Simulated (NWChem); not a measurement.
System: CH₅GaS₂; SMILES [CH3][Ga]([SH])[SH]

```xyz
9

Ga     0.3344     0.0047    -0.0023
C      2.2892     0.0022     0.0028
H      2.6671    -0.4929    -0.9045
H      2.6611    -0.5583     0.8739
H      2.6887     1.0252     0.0423
S     -0.7782    -1.9058    -0.1068
H     -2.0084    -1.3500    -0.0780
S     -0.7900     1.9075     0.0971
H     -2.0182     1.3474     0.0644
```
Atoms are numbered in this order, from 1.

Geometry: optimised at PBE0/def2-SVP.

Task: Give the principal values of the shielding tensors (ppm) of Ga1, C2, S6, S8 from PBE/pcSseg-1, GIAO (NWChem), with their diamagnetic and paramagnetic parts as GIAO splits them.

Result: 
```tsv
atom	σ11	σ22	σ33	isotropic	diamagnetic	paramagnetic
Ga1	925.2	1119.5	1136.5	1060.4	2640.6	-1580.2
C2	167.9	179.8	193.5	180.4	253.5	-73.1
S6	452.1	580.5	712.7	581.7	1057.3	-475.6
S8	447.0	574.4	711.1	577.5	1057.2	-479.7
```
